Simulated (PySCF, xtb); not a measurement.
C4H12W, SMILES [CH3][W]([CH3])([CH3])[CH3] (connectivity only; charge and spin as stated), neutral, multiplicity 3.

Harmonic wavenumbers (cm⁻¹) from GFN2-xTB (xtb) at its own minimum, in rising order: 100, 100, 100, 106, 113, 114, 123, 124, 124, 477, 498, 498, 498, 553, 553, 554, 632, 632, 633, 726, 726, 1260, 1260, 1260, 1263, 1451, 1451, 1451, 1458, 1458, 1458, 1459, 1459, 2899, 2899, 2900, 2900, 2910, 2910, 2910, 2922, 2922, 2922, 2922, 2923.

What does PySCF 2.14.0 with PBE-D3(BJ)/def2-SVP give at its own minimum? (An estimate is asked for; the answer gives what the named calculation found.)

100, 100, 115, 115, 115, 176, 177, 177, 177, 497, 497, 497, 518, 518, 518, 541, 635, 635, 638, 638, 638, 1149, 1149, 1149, 1168, 1338, 1338, 1338, 1346, 1346, 1346, 1350, 1350, 2897, 2897, 2897, 2904, 2991, 2991, 2992, 2992, 2992, 2996, 2996, 2996. Paired by order, the mean absolute difference is 55 cm⁻¹ and the zero-point energies are 85.2 and 84.2 kcal/mol.
